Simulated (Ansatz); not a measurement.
**What each rung costs, and what it gives**

Saddle point of SiH₂OF₂, singlet (SiH₂OF₂ ([OH][SiH]([F])[F]) → SiOF₂ ([O][Si]([F])[F]) + H₂; bonds formed: H2–H4; bonds broken: Si1–H2, O3–H4), PBE0-D4/def2-TZVP structure:

Si1  (0.115, 0.014, 0.414)
H2  (-0.679, 0.159, -1.107)
O3  (1.276, -0.723, -0.268)
H4  (0.138, -0.287, -1.184)
F5  (0.152, 1.510, 0.875)
F6  (-1.003, -0.672, 1.270)
(Å)

Barriers are electronic and count from the start structure reached by relaxing down the imaginary mode.

Program: Ansatz 0.2.0. Basis: as named in each row. Cores are frozen in the correlated methods. B3LYP uses VWN-RPA correlation. Extrapolation: Hartree–Fock as exp(−7.88 √X), correlation as X^−2.97.

Times are rough, for one single point on 2 threads of a shared host (Arm Neoverse V1).

The estimate by CCSD(T) at an estimated basis limit (MP2 extrapolated from triple and quadruple zeta, plus CCSD(T) − MP2 in triple zeta) is 70.20 kcal/mol.

```
      method       basis  time (s)  barrier (kcal/mol)  method less estimate
          HF      STO-3G   under 1              165.31                 95.11
      PBE-D4      STO-3G   under 1              103.59                 33.39
       SPW92    def2-SVP   under 1               61.79                 -8.41
      PBE-D4    def2-SVP   under 1               63.32                 -6.87
    B3LYP-D4       6-31G   under 1               92.53                 22.33
       SPW92  def2-TZVPP   under 1               59.06                -11.14
     PBE0-D4    def2-SVP   under 1               70.96                  0.76
      PBE-D4  def2-TZVPP         2               60.80                 -9.40
     BLYP-D4  def2-TZVPP         2               63.10                 -7.10
     CCSD(T)    def2-SVP         2               75.18                  4.98
     PBE0-D4  def2-TZVPP         2               67.60                 -2.59
    B3LYP-D4  def2-TZVPP         2               68.44                 -1.76
    BHLYP-D4  def2-TZVPP         2               75.92                  5.73
CAM-B3LYP-D4  def2-TZVPP         3               70.74                  0.54
   r2SCAN-D4  def2-TZVPP         3               64.53                 -5.67
      B2PLYP  def2-TZVPP         4               68.59                 -1.60
  RPA on PBE  def2-TZVPP         4               69.06                 -1.13
     wB97M-V    def2-SVP         4               72.78                  2.58
    PBE-QIDH  def2-TZVPP         4               70.60                  0.40
  r2SCAN0-D4  def2-TZVPP         4               69.67                 -0.53
     wB97X-V  def2-TZVPP         6               70.62                  0.42
      B97M-V  def2-TZVPP         6               65.79                 -4.40
     wB97M-V  def2-TZVPP         8               69.57                 -0.62
         MP2  def2-QZVPP        13               68.14                 -2.06
     CCSD(T)  def2-TZVPP        44               70.43                  0.23
```

All methods are single points on the PBE0-D4 structures.

No T1 diagnostic of these runs exceeds 0.016.

Labels in which every atom is bracketed show which atoms are joined, not bond orders.
